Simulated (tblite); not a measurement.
C₆H₇NS.
Atom-mapped SMILES: `[CH3:1][c:2]1[cH:3][c:4]([SH:5])[cH:6][cH:7][n:8]1` (hydrogens: H9, H10, H11 on C1; H12 on C3; H13 on S5; H14 on C6; H15 on C7)

Cartesian coordinates in Å at the GFN2-xTB level; atoms count from 1:
```xyz
15
C6H7NS angstrom
C     -2.4163   -0.5675   -0.0789
C     -1.0117   -0.0594   -0.0032
C      0.0679   -0.9218   -0.1645
C      1.3539   -0.4070   -0.0871
S      2.7260   -1.4985   -0.2911
C      1.5185    0.9534    0.1509
C      0.3762    1.7200    0.2973
N     -0.8513    1.2379    0.2229
H     -2.5967   -1.2967    0.7090
H     -2.5920   -1.0539   -1.0365
H     -3.1068    0.2620    0.0365
H     -0.0893   -1.9737   -0.3461
H      3.6688   -0.5703   -0.1328
H      2.4990    1.3999    0.2186
H      0.4494    2.7836    0.4832
```

Computed values, GFN2-xTB/tblite, gas phase, harmonic and unscaled. Against measured fundamentals such values can be off by several per cent, at times by over 20. Modes of hydrogen on sulfur can be 10 to 20 % off. One conformer, not necessarily the lowest.

Harmonic wavenumbers (cm⁻¹): 38.6, 154.4, 191.1, 216.1, 243.2, 358.6, 396.8, 399.7, 518.5, 534.3, 682.3, 692.0, 800.6, 853.0, 873.1, 888.6, 907.7, 996.6, 1008.2, 1024.7, 1115.5, 1138.3, 1231.5, 1258.0, 1291.0, 1383.2, 1391.3, 1440.1, 1467.4, 1468.4, 1549.6, 1568.4, 2423.8, 3016.4, 3026.4, 3056.0, 3070.6, 3082.8, 3096.8.

A = 3573, B = 1206, C = 906.6 MHz; mass 125.030 u (most abundant isotopes); point group Cs, symmetry number 1.

Task: What is the zero-point energy?

Result: ½Σν̃ = 24427 cm⁻¹ = 69.84 kcal/mol.

Task: What is S at 500 K and 1 bar for an ideal gas of classical rigid rotors and harmonic oscillators?

Result: Translation 42.98, rotation 30.34, vibration 36.08: S = 109.4 cal/(mol K).

Task: And Cp and H(500 K) − H(0)?

Result: Cp = 46.36 cal/(mol K), of which vibrations give 38.41 (their classical limit is 39 R = 77.5); H(500 K) − H(0) = 13.60 kcal/mol without the zero-point energy, 9.62 from vibrations.

Task: Which modes carry the vibrational entropy at 500 K?

Result: 38.6 cm⁻¹: 6.36; 154.4 cm⁻¹: 3.62; 191.1 cm⁻¹: 3.20; 216.1 cm⁻¹: 2.96; 243.2 cm⁻¹: 2.74; 358.6 cm⁻¹: 2.01 cal/(mol K); the other 33 give 15.19 together.

Task: How do the functions run with temperature in this model?

Result: 
| T (K) | S (cal/(mol K)) | Cp (cal/(mol K)) | H − H(0) (kcal/mol) | G − H(0) (kcal/mol) | ln q(vib) |
| --- | --- | --- | --- | --- | --- |
| 150 | 72.6 | 19.0 | 1.95 | -8.95 | 1.94 |
| 250 | 84.3 | 27.3 | 4.26 | -16.81 | 3.71 |
| 298.15 | 89.4 | 31.4 | 5.67 | -20.99 | 4.60 |
| 400 | 99.8 | 39.5 | 9.29 | -30.63 | 6.54 |
| 600 | 118.4 | 51.9 | 18.52 | -52.49 | 10.40 |
| 900 | 141.8 | 63.4 | 35.98 | -91.64 | 15.99 |

q(vib) and H(0) count from the zero-point level.

Hindered rotation and anharmonicity are outside this model. Other conformers, if any are populated, would add a mixing term that is left out.

Time: 0.72 s. Hardware: one thread of an Arm Neoverse N1, shared host with 64 logical CPUs at a one-minute load of 60. This covers the Hessian and the dipole derivatives.
